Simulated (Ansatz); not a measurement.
Coupled-cluster diagnostics for Tl3Cl3⁺, Ansatz.

Geometry of the doublet (PBE-D4/def2-SVP):

```xyz
6

Tl    2.5742   -0.0696    1.4964
Tl   -1.3503   -2.9471   -1.7755
Tl   -1.2979    2.6809   -0.1043
Cl   -1.5715   -0.2034   -0.8119
Cl    1.1384    2.2424    1.0962
Cl    0.5072   -1.7032    0.0992
```

In the def2 sets Tl takes a core potential; there is no spin–orbit coupling. Correlated methods freeze 27 core orbitals; core or outer-core shells of Tl are correlated, in sets that lack core-valence functions. In the doublet, Cl4 and Cl6 lie 2.72 Å apart (atoms count from 1), so these atoms are partly bonded to each other. Another isomer (doublet) lies 0.22 eV lower at PBE0-D4/def2-TZVP; other spin states weren't run for this one.

(1) Estimate the CCSD(T) correlation energy, the shares of MP2 and (T), T1 and the reference's ⟨S²⟩ for: charge 1, doublet, own geometry in def2-SVP; and the rough time on 4 threads of Arm Neoverse V2 on a shared host.

Results:

(1) 
| state | basis | correlation (eV) | MP2 share (%) | (T) share (%) | T1 | ⟨S²⟩ (pure) | wall time |
| --- | --- | --- | --- | --- | --- | --- | --- |
| charge 1, doublet, own geometry | def2-SVP | -18.124 | 86.9 | 2.7 | 0.011 | 0.77 (0.75) | 2.1 min |
Customary marks for T1 are 0.02 (closed shells), 0.045 (open shells) and about 0.05 (3d metals). T1 stays under 0.02 throughout.
